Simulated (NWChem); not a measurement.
Lowest excitation of ClTl

```xyz
2

Tl     0.0000     0.0000    -0.4371
Cl     0.0000     0.0000     2.0825
```
Charge 0, spin multiplicity 1.

Program: NWChem. The geometry was optimised at PBE0/def2-SVP with def2 effective core potentials on Tl, a minimum by its harmonic frequencies.

Basis set: def2-SVPD.

| method | lowest vertical singlet excitation energy (eV) | relative cost | difference from EOM-CCSD |
|---|---|---|---|
| EOM-CCSD | 4.85 | 4 | 0.00 |
| TD-PBE | 4.16 | 1 | -0.69 |
| TD-PBE0 | 4.65 | under 3 | -0.20 |
| CIS | 5.31 | under 3 | +0.46 |
| TD-B3LYP | 4.47 | under 3 | -0.38 |

The values span 1.15 eV, from TD-PBE (lowest) to CIS (highest). The cost column gives rough processor time relative to TD-PBE; each entry includes its own SCF.

Effective core potentials replace the inner electrons of Tl; spin-orbit coupling is left out. The correlated methods keep 9 core orbitals frozen. B3LYP has NWChem's definition, with VWN1-RPA local correlation. The structure started from a generated list of species. No row is a measurement; the coupled-cluster row has its own basis-set and correlation limits.
